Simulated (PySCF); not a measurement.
Computed with PBE-D3(BJ)/def2-TZVP // PBE0-D4/def2-TZVP (PySCF). Isolated molecules, 0 K electronic values unless said otherwise. One relaxed conformer stands for a flexible species; it need not be the lowest. Excitations are Tamm–Dancoff values on a coarser integration grid. The basis has no diffuse functions, so Rydberg states are missing or too high.

Reference species (SMILES): `OC1=C[SiH2]C=C1` (H–O–C–C torsion 0°) (neutral, multiplicity 1).

The HOMO is -5.43 eV and the S1 excitation (TDA) is 4.15 eV.

Changed species: `OC1=CC=C[SiH2]1` (H–O–C–Si torsion 0°).

Q: Predict the effect on the HOMO and S1 excitation (TDA).

A: the HOMO increases by 0.38 eV, to -5.05 eV; the S1 excitation (TDA) drops by 0.14 eV, to 4.01 eV.
